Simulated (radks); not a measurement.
Question: The mean radii <r> (bohr) of the occupied orbitals of an atom or ion are listed with their occupations. Calculated with a radial shooting solver on a logarithmic mesh with Libxc functionals: scalar-relativistic Kohn-Sham, PBE, spin-unpolarised, spherical densities, point nucleus.

orbital  occ.      <r>
1s          2  0.01773
2s          2  0.07489
2p          6  0.06728
3s          2   0.1939
3p          6   0.1945
3d         10   0.1762
4s          2   0.4318
4p          6   0.4594
4d         10   0.4890
5s          2    1.006
4f         14   0.5566
5p          6    1.169
5d          6    1.698

Name the element and its charge.

Answer: Z = 76, osmium, charge +2: Os2+ in [Xe] 4f14 5d6. The 1s radius gives Z: for a bare nucleus <r> = (2 gamma + 1)/(2Z) with gamma = sqrt(1 - (Z/c)^2), 0.01753 bohr for Z = 76, and screening makes it slightly larger (0.01773 here). The occupations add up to 74, and the charge is Z minus that.
